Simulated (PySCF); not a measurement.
H₃O₂, SMILES O[OH2+], charge +1. Geometry optimised at B3LYP-D3(BJ)/def2-TZVP. The isomer is the one that the SMILES or the coordinates give; other isomers of the formula were not compared.

PySCF with TDDFT-PBE/def2-TZVPD puts the lowest singlet excitations at 5.58, 7.47, 7.91, 9.60, 9.74, 10.10 eV.

What are the lowest excitation roots from ADC(2)/aug-cc-pVDZ run with PySCF? (Estimate from the structure and the level; the computed values follow.)

6.15, 8.17, 9.52, 10.68, 11.12, 11.70 eV. S1 differs by 0.57 eV (second minus first; roots are paired by order, and the bases may differ).
